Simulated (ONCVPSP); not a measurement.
## gallium (Ga): ONCV pseudisation with PBE, scalar-relativistic reference atom.

- Element: Ga
- Generator: ONCVPSP 4.0.1
- Type: optimised norm-conserving Vanderbilt (ONCV)
- Functional: PBE
- Relativity: scalar-relativistic
- Frozen core: [Ar]
- Valence charge: 13
- Reference configuration: 3d10 4s1.5 4p1.5
- Partial waves: 4s: rc 1.95 bohr, ncon 4, nbas 7, qcut 3.8 1/bohr, 2 projectors, debl 3.7 Ha; 4p: rc 2.15 bohr, ncon 4, nbas 8, qcut 4.2 1/bohr, 1 projector; 3d: rc 0.90 bohr, ncon 3, nbas 8, qcut 15.3 1/bohr, 1 projector
- Local potential: polynomial inside 0.75 bohr (lpopt 5, dvloc0 4 Ha)
- Core correction: polynomial model core, fcfact 0.45

(1) Estimate the cutoffs (Ha) at which the residual kinetic energy of the hardest occupied pseudo-wave falls to 1 and 0.1 mHa per electron.

(2) What does a ghost test show?

(3) Which valence shell sets the plane-wave cutoff?

Results:

(1) 100 Ha and 112 Ha.

(2) Ghosts flagged at negative energy: s at -86.2 eV, p at -7.2 eV; no localised positive-energy state flagged. A true bound ghost makes a file unfit for plane-wave use.

(3) 3d: 100 Ha for 1 mHa per electron, against 7 Ha for 4s.

Its largest configuration-test error is -1.0 meV (3d10 4s2 4p1). 3 of 4 tests not solved or not reliable.
